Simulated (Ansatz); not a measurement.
C2H7BGaN (`CB/N=[CH]\[GaH2]`). Total charge 0; spin multiplicity 1.

Z-matrix (Å, degrees):
```
C
B 1 1.545
H 1 1.096 2 110.1
H 1 1.090 2 112.8 3 122.2
H 1 1.096 2 110.2 3 -115.5
N 2 1.435 1 127.8 3 -122.1
H 2 1.261 1 115.5 3 57.8
C 6 1.287 2 112.7 1 180.0
Ga 8 2.019 6 117.2 2 -0.0
H 8 1.101 6 116.5 2 180.0
H 9 1.570 8 119.0 6 -95.6
H 9 1.570 8 119.0 6 95.6
```

(1) List the harmonic frequencies (cm⁻¹, unscaled) at PBE0-D4/def2-TZVP in Ansatz. (Estimate.)

(2) Is this a minimum?

(3) Give the ideal-gas thermochemistry at 298.15 K and 1 bar (rigid rotor, harmonic oscillator; point group Cs, symmetry number 1).

(4) Rotational constants (cm⁻¹)?

## Answers

(1) Computed: 52, 77, 144, 224, 304, 354, 441, 469, 561, 639, 641, 736, 796, 827, 951, 1015, 1153, 1288, 1332, 1379, 1443, 1449, 1604, 1957, 1959, 2141, 3000, 3035, 3091, 3149.

(2) Yes, all 30 modes are real.

(3) Zero-point energy 216.6 kJ/mol; H(298) − E = 239.5 kJ/mol; entropy 366.8 J/(mol·K), of which translation 169.1, rotation 114.8, vibration 82.8; G(298) − E = 130.1 kJ/mol. Modes under 100 cm⁻¹ are hindered rotations or soft bends, so the harmonic entropy is rough.

(4) 0.2282, 0.05509, 0.04565.
